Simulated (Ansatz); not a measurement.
Steps of a relaxation of AlH₆OPSi with RKS PBE-D4/def2-SVP.

```sh
$ ansatz run in.yaml --threads 2 --pin off --events-out ev --progress --plain --max-ram 4352MiB
```

```yaml
crystal:
  periodic: [false, false, false]
  atoms:
    - {symbol: Al, position_ang: [0.053900, 2.302600, -0.324300]}
    - {symbol: O, position_ang: [0.603200, 0.679700, -0.819100]}
    - {symbol: P, position_ang: [0.824600, -0.139800, 0.674400]}
    - {symbol: Si, position_ang: [-0.459900, -1.772200, 0.189100]}
    - {symbol: H, position_ang: [-1.557100, 2.596800, -0.163900]}
    - {symbol: H, position_ang: [1.048200, 3.544900, -0.081300]}
    - {symbol: H, position_ang: [2.052500, -0.862700, 0.222100]}
    - {symbol: H, position_ang: [-0.205600, -2.260900, -1.167800]}
    - {symbol: H, position_ang: [-0.363400, -2.858800, 1.204300]}
    - {symbol: H, position_ang: [-1.913200, -1.280700, 0.269500]}
basis:
  gaussian: {orbitals: def2-SVP}
hamiltonian: {xc: pbe, dispersion: d4}
relax: {f_tol: 0.03, max_steps: 200}
```

Positions (Å) and forces (eV/Å) along the path, 14 of 14 steps:

```xyz
10
step=1 energy=-25884.8075 eV
Al    0.054    2.303   -0.324   -0.509    0.235    0.018
O     0.603    0.680   -0.819   -0.375    0.701    0.348
P     0.825   -0.140    0.674    2.218    1.075   -0.480
Si   -0.460   -1.772    0.189   -2.195   -1.136    0.145
H    -1.557    2.597   -0.164    0.514   -0.266   -0.092
H     1.048    3.545   -0.081    0.094   -0.303   -0.094
H     2.053   -0.863    0.222   -0.533    0.317    0.703
H    -0.206   -2.261   -1.168    0.168   -0.285   -0.634
H    -0.363   -2.859    1.204    0.154   -0.279    0.163
H    -1.913   -1.281    0.270    0.463   -0.060   -0.079
10
step=2 energy=-25885.0911 eV
Al    0.026    2.384   -0.286    0.043   -0.129   -0.093
O     0.535    0.773   -0.829    0.212   -0.243    0.537
P     0.863   -0.111    0.614    0.279    0.608   -0.334
Si   -0.520   -1.831    0.187   -0.342   -0.234    0.051
H    -1.558    2.582   -0.162    0.098    0.073    0.046
H     1.141    3.525   -0.113   -0.108   -0.109    0.013
H     2.130   -0.791    0.315   -0.383    0.183   -0.038
H    -0.244   -2.357   -1.181   -0.004   -0.114   -0.209
H    -0.354   -2.926    1.207    0.012   -0.002    0.021
H    -1.935   -1.298    0.250    0.194   -0.033    0.006
10
step=3 energy=-25885.1212 eV
Al    0.031    2.396   -0.305    0.058   -0.117   -0.022
O     0.551    0.784   -0.823    0.080   -0.112    0.418
P     0.840   -0.080    0.631    0.020    0.116   -0.436
Si   -0.514   -1.859    0.177   -0.071   -0.013    0.055
H    -1.540    2.617   -0.148    0.000    0.045    0.006
H     1.145    3.522   -0.115   -0.020   -0.014   -0.009
H     2.081   -0.770    0.323   -0.066    0.115    0.012
H    -0.265   -2.407   -1.200    0.022    0.013   -0.009
H    -0.334   -2.946    1.206   -0.001    0.023   -0.003
H    -1.911   -1.308    0.256   -0.022   -0.058   -0.011
10
step=4 energy=-25885.1289 eV
Al    0.038    2.400   -0.302    0.038   -0.066   -0.006
O     0.566    0.793   -0.821   -0.008   -0.085    0.244
P     0.833   -0.080    0.621   -0.076    0.117   -0.252
Si   -0.525   -1.871    0.180    0.061    0.004   -0.023
H    -1.530    2.638   -0.144   -0.011    0.010    0.003
H     1.148    3.526   -0.116    0.020    0.011   -0.003
H     2.081   -0.743    0.316    0.001   -0.009    0.016
H    -0.265   -2.419   -1.199   -0.002    0.007    0.029
H    -0.335   -2.951    1.214    0.010    0.022   -0.004
H    -1.929   -1.344    0.254   -0.032   -0.012   -0.004
10
step=5 energy=-25885.1310 eV
Al    0.064    2.430   -0.293   -0.116   -0.081    0.011
O     0.422    0.772   -0.808    0.061    0.294   -0.297
P     0.755   -0.061    0.612   -0.121   -0.120    0.279
Si   -0.514   -1.914    0.173    0.013    0.037    0.056
H    -1.484    2.774   -0.114    0.024    0.032    0.010
H     1.246    3.490   -0.146    0.032   -0.058   -0.013
H     2.038   -0.661    0.332    0.070   -0.062   -0.048
H    -0.211   -2.456   -1.196    0.018   -0.010   -0.003
H    -0.287   -2.968    1.224    0.007   -0.018   -0.002
H    -1.945   -1.456    0.219    0.011   -0.014    0.006
10
step=6 energy=-25885.1360 eV
Al    0.045    2.431   -0.296    0.087    0.126    0.057
O     0.452    0.804   -0.847   -0.054   -0.237    0.032
P     0.725   -0.043    0.597    0.088    0.120   -0.036
Si   -0.514   -1.909    0.185   -0.072   -0.131   -0.125
H    -1.488    2.822   -0.110   -0.019   -0.028   -0.006
H     1.267    3.439   -0.129   -0.014    0.037    0.010
H     2.004   -0.670    0.333   -0.013    0.032    0.026
H    -0.189   -2.453   -1.180   -0.024    0.019    0.008
H    -0.261   -2.977    1.218    0.026    0.073    0.034
H    -1.958   -1.495    0.233   -0.006   -0.009    0.000
10
step=7 energy=-25885.1433 eV
Al    0.066    2.434   -0.281   -0.031    0.093    0.045
O     0.343    0.791   -0.873    0.033   -0.117   -0.039
P     0.660   -0.021    0.579    0.001    0.033   -0.087
Si   -0.509   -1.936    0.171   -0.046   -0.019    0.003
H    -1.443    2.899   -0.081   -0.041    0.010    0.012
H     1.336    3.377   -0.113    0.042    0.031    0.007
H     1.968   -0.584    0.329    0.029   -0.022    0.034
H    -0.148   -2.501   -1.176    0.002    0.016    0.010
H    -0.224   -2.943    1.252    0.012   -0.014    0.019
H    -1.965   -1.567    0.196    0.000   -0.012   -0.005
10
step=8 energy=-25885.1472 eV
Al    0.070    2.435   -0.279    0.000   -0.007    0.049
O     0.358    0.794   -0.904    0.018   -0.007   -0.031
P     0.652   -0.013    0.552    0.007    0.020   -0.024
Si   -0.516   -1.937    0.170   -0.016   -0.005    0.009
H    -1.443    2.891   -0.065    0.004   -0.012   -0.005
H     1.340    3.383   -0.098    0.000   -0.002   -0.009
H     1.966   -0.584    0.342   -0.016    0.008    0.008
H    -0.155   -2.512   -1.171    0.003    0.005   -0.001
H    -0.214   -2.928    1.262    0.004    0.006    0.003
H    -1.975   -1.581    0.194   -0.005   -0.006    0.000
10
step=9 energy=-25885.1497 eV
Al    0.084    2.426   -0.253    0.030   -0.078   -0.052
O     0.384    0.805   -0.966   -0.008    0.077    0.078
P     0.626    0.006    0.502    0.054   -0.028   -0.072
Si   -0.532   -1.936    0.161    0.058   -0.003    0.074
H    -1.435    2.871   -0.035    0.048   -0.038    0.007
H     1.352    3.383   -0.080   -0.041   -0.035    0.011
H     1.955   -0.568    0.366   -0.116    0.056    0.002
H    -0.165   -2.540   -1.166    0.007    0.005    0.005
H    -0.187   -2.881    1.287   -0.030    0.031   -0.058
H    -1.998   -1.617    0.187   -0.003    0.011    0.006
10
step=10 energy=-25885.1509 eV
Al    0.089    2.421   -0.266   -0.002   -0.084    0.056
O     0.391    0.804   -0.986    0.002    0.053    0.020
P     0.623    0.014    0.486    0.070   -0.040   -0.017
Si   -0.534   -1.932    0.164    0.054    0.015    0.050
H    -1.433    2.836   -0.016    0.041   -0.005   -0.027
H     1.351    3.377   -0.063   -0.032   -0.018   -0.029
H     1.955   -0.554    0.366   -0.107    0.042   -0.002
H    -0.162   -2.537   -1.161   -0.001   -0.009    0.007
H    -0.197   -2.873    1.295   -0.021    0.041   -0.061
H    -1.999   -1.606    0.185   -0.003    0.005    0.002
10
step=11 energy=-25885.1521 eV
Al    0.090    2.407   -0.251    0.001   -0.023   -0.023
O     0.405    0.803   -0.996   -0.005    0.040    0.042
P     0.631    0.022    0.481    0.026   -0.125   -0.059
Si   -0.530   -1.921    0.164   -0.046    0.042    0.014
H    -1.433    2.807   -0.004   -0.016    0.000    0.002
H     1.335    3.384   -0.069    0.011    0.000   -0.002
H     1.948   -0.567    0.359    0.006    0.053    0.019
H    -0.159   -2.542   -1.154    0.014    0.014    0.006
H    -0.211   -2.859    1.297    0.007    0.001    0.004
H    -1.994   -1.585    0.176    0.002   -0.002   -0.003
10
step=12 energy=-25885.1525 eV
Al    0.084    2.393   -0.248    0.017    0.016    0.001
O     0.429    0.799   -0.990   -0.006   -0.040   -0.013
P     0.660    0.009    0.482   -0.063    0.033   -0.013
Si   -0.542   -1.907    0.167    0.048    0.002   -0.038
H    -1.444    2.771   -0.007   -0.031    0.001    0.010
H     1.314    3.389   -0.072    0.019    0.016    0.009
H     1.976   -0.570    0.354    0.016   -0.022    0.007
H    -0.164   -2.522   -1.152   -0.018   -0.005    0.001
H    -0.228   -2.851    1.293   -0.001   -0.030    0.034
H    -2.003   -1.562    0.177    0.019    0.029    0.002
10
step=13 energy=-25885.1535 eV
Al    0.084    2.394   -0.249    0.002   -0.003    0.010
O     0.423    0.800   -0.998   -0.003   -0.020    0.000
P     0.651    0.011    0.475    0.001   -0.003   -0.004
Si   -0.536   -1.914    0.165    0.017    0.031   -0.010
H    -1.445    2.774   -0.003   -0.003    0.000    0.000
H     1.319    3.385   -0.066    0.002    0.004    0.000
H     1.974   -0.561    0.359   -0.006    0.005    0.000
H    -0.168   -2.537   -1.153   -0.008   -0.003    0.004
H    -0.227   -2.855    1.298   -0.005   -0.003    0.004
H    -1.992   -1.548    0.176    0.003   -0.008   -0.002
10
step=14 energy=-25885.1537 eV
Al    0.085    2.391   -0.247   -0.005   -0.001    0.003
O     0.422    0.797   -1.003    0.003    0.005    0.002
P     0.653    0.014    0.471   -0.003   -0.019   -0.009
Si   -0.535   -1.911    0.164    0.003    0.010    0.003
H    -1.445    2.766    0.002   -0.001    0.001   -0.001
H     1.319    3.383   -0.064    0.002    0.000   -0.001
H     1.977   -0.556    0.359   -0.002    0.002   -0.001
H    -0.170   -2.540   -1.152    0.003    0.002    0.003
H    -0.231   -2.850    1.300   -0.002   -0.002    0.002
H    -1.991   -1.546    0.173    0.003    0.002   -0.001
```

Hardware: 2 threads of an Arm Neoverse V1 on a shared host. Wall time 29 s, peak host memory 0.15 GiB.
